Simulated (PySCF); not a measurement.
## Steps of a relaxation of [Er(BH4)2]+

[Er(BH4)2]+ (singlet in the valence; each metal's 4f electrons, 11 of them, lie in its core potential, out of spins and levels). PySCF 2.14.0, RKS PBE0, Er lcecp-1-SVP with ECP57, B def2-SVP, H def2-SVP; non-relativistic Hamiltonian with scalar-relativistic core potentials where named; density fitting; no spin-orbit coupling. Origin of the start: template. Columns: position (Å) and force (eV/Å). Energies are counted from the last step; some of the 13 steps are shown. Forces carry noise of the integration grid, about 0.01 to 0.03 eV/Å.

Run from Python with OMP_NUM_THREADS=2. Where DIIS fails, smearing, a level shift and second-order steps follow.
It took 46 s on 2 threads of Arm Neoverse V2 (shared host), from the converged density of the start.

```xyz
11
step 0  E = 0.495 eV
Er    0.0000    0.0000   -0.1527     0.00    0.00    1.65
B     2.2262    0.0000    0.8436     0.11   -0.06   -0.07
H     3.3215    0.0000    1.3338     0.00    0.01    0.07
H     1.5060   -0.8335    1.4345    -0.67   -0.04   -0.25
H     2.3116   -0.3051   -0.3656    -0.54   -0.01   -0.30
H     1.7219    1.1386    0.9521    -0.67    0.08   -0.28
B    -2.2262    0.0000    0.8436    -0.11    0.06   -0.07
H    -3.3215    0.0000    1.3338     0.00   -0.01    0.07
H    -1.5060    0.8335    1.4345     0.67    0.04   -0.25
H    -2.3116    0.3051   -0.3656     0.54    0.01   -0.30
H    -1.7219   -1.1386    0.9521     0.67   -0.08   -0.28
```

```xyz
11
step 4  E = 0.038 eV
Er    0.0000    0.0000   -0.0891     0.00    0.00   -0.25
B     2.1483   -0.0069    0.8587    -0.04    0.01    0.05
H     3.2203    0.0036    1.3895     0.00    0.00    0.02
H     1.3205   -0.8297    1.3720     0.01    0.02   -0.01
H     2.1490   -0.2892   -0.3735     0.03    0.00    0.05
H     1.5278    1.1054    0.9200     0.00   -0.03    0.02
B    -2.1483    0.0068    0.8587     0.04   -0.01    0.05
H    -3.2203   -0.0036    1.3893     0.00    0.00    0.02
H    -1.3206    0.8297    1.3720    -0.01   -0.02   -0.01
H    -2.1490    0.2892   -0.3735    -0.03    0.00    0.05
H    -1.5278   -1.1054    0.9201     0.00    0.03    0.02
```

```xyz
11
step 8  E = 0.005 eV
Er    0.0003   -0.0001   -0.2761     0.00    0.00    0.14
B     2.0483   -0.0251    0.8836    -0.10   -0.09   -0.08
H     3.0449   -0.0289    1.5520    -0.07   -0.02   -0.06
H     1.2112   -0.9422    1.1841     0.06    0.01    0.03
H     2.2047   -0.1533   -0.3658    -0.02    0.01    0.04
H     1.3564    1.0310    1.0067    -0.06    0.07   -0.01
B    -2.0482    0.0251    0.8832     0.10    0.09   -0.08
H    -3.0445    0.0288    1.5524     0.07    0.02   -0.06
H    -1.2111    0.9423    1.1837    -0.06   -0.01    0.03
H    -2.2057    0.1534   -0.3660     0.02   -0.01    0.05
H    -1.3563   -1.0310    1.0063     0.06   -0.07   -0.01
```

Problem. Where does the relaxation end?

Solution. It converges at step 12 in C2:
```xyz
11
step 12  E = 0
Er    0.0001   -0.0001   -0.2839
B     2.0266   -0.0268    0.8826
H     3.0196   -0.0327    1.5505
H     1.2011   -0.9447    1.1884
H     2.1945   -0.1517   -0.3615
H     1.3347    1.0346    1.0042
B    -2.0266    0.0269    0.8824
H    -3.0194    0.0328    1.5507
H    -1.2010    0.9447    1.1882
H    -2.1948    0.1517   -0.3616
H    -1.3347   -1.0346    1.0040
```

Problem. How did the contacts change?

Solution. 
| contact | start (Å) | end (Å) |
| --- | --- | --- |
| Er1–H5 (BH4) | 2.341 | 2.201 |
| Er1–H10 (BH4) | 2.341 | 2.201 |
| Er1–H4 (BH4) | 2.341 | 2.122 |
| Er1–H9 (BH4) | 2.341 | 2.122 |


A frequency check found unstable modes (1, the lowest at -44 cm⁻¹), so the relaxed geometry is probably a saddle point. An lcecp potential fixes the number of 4f electrons, so in runs with it no electron can move into or out of that shell.
